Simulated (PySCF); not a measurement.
A calculated (UHF, PySCF 2.14, cc-pV(D+d)Z, the non-relativistic Hamiltonian (point nucleus)) atom or ion has these occupied shells.

```
shell  electrons  orbital energy (eV)  rms radius, mean of both spins (bohr)
 1s α          1              -2867.3                                  0.106
 1s β          1              -2866.6                                  0.106
 2s α          1              -301.73                                  0.481
 2s β          1              -301.04                                  0.481
 2p α          3              -232.94                                  0.452
 2p β          3              -231.73                                  0.452
 3s α          1              -43.607                                   1.63
 3s β          1              -36.674                                   1.63
 3p α          3              -26.379                                   1.87
 3p β          1              -23.560                                   1.87
```

Name the element and its charge.

Cl⁺ (chlorine, charge +1), in [Ne] 3s2 3p4, high-spin 3P determinant.
